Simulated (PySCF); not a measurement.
ClHO₂SW, SMILES [O]=[W](=[O])([SH])[Cl], multiplicity 1.

The structure is a stationary point at B3LYP-D3(BJ)/def2-SVP. The multiplicity is an assumed one; no other spin state was optimised. The structure was generated by enumeration; whether it is a known compound was not checked. The def2 effective core potentials stand for the cores of W; spin–orbit coupling is left out. The values are those of a single conformer.

Level of theory: TDA-M06-2X/def2-SVPD in PySCF.

Vertical excitations. 

Computed lowest excited states:
| state | energy (eV) | λ (nm) | f | main pairs |
|---|---|---|---|---|
| S1 | 4.71 | 263 | 0.060 | HOMO→LUMO 74 % |
| S2 | 4.98 | 249 | 0.000 | HOMO→LUMO+1 53 %, HOMO−1→LUMO+1 21 %, HOMO−1→LUMO 10 % |
| S3 | 5.03 | 246 | 0.018 | HOMO−1→LUMO+1 43 %, HOMO→LUMO+1 22 %, HOMO−3→LUMO+1 14 %, HOMO→LUMO 7 % |
| S4 | 5.19 | 239 | 0.004 | HOMO−1→LUMO 61 %, HOMO→LUMO+1 15 % |
| S5 | 5.40 | 230 | 0.001 | HOMO−2→LUMO 48 %, HOMO→LUMO+2 37 % |
| S6 | 5.60 | 221 | 0.002 | HOMO−3→LUMO 66 %, HOMO−2→LUMO 12 % |
| S7 | 5.65 | 219 | 0.028 | HOMO→LUMO+2 34 %, HOMO−2→LUMO 17 %, HOMO−1→LUMO+2 15 %, HOMO−3→LUMO 5 % |
| S8 | 5.78 | 214 | 0.003 | HOMO−1→LUMO+2 40 %, HOMO−3→LUMO+2 14 %, HOMO→LUMO+2 8 %, HOMO−3→LUMO 7 % |
| S9 | 5.84 | 212 | 0.036 | HOMO−4→LUMO 58 % |
| S10 | 6.11 | 203 | 0.002 | HOMO−4→LUMO+1 41 %, HOMO−6→LUMO+1 16 %, HOMO−3→LUMO+2 9 % |
| T1 | 3.92 | 316 | 0 | HOMO→LUMO 98 % |
| T2 | 4.61 | 269 | 0 | HOMO→LUMO+1 43 %, HOMO−1→LUMO 17 %, HOMO−1→LUMO+1 14 % |
| T3 | 4.68 | 265 | 0 | HOMO−1→LUMO+1 53 %, HOMO−3→LUMO+1 21 %, HOMO→LUMO+1 11 % |
| T4 | 4.83 | 256 | 0 | HOMO−1→LUMO 54 %, HOMO→LUMO+1 23 %, HOMO−3→LUMO 9 % |
Triplets are in the Tamm–Dancoff approximation.
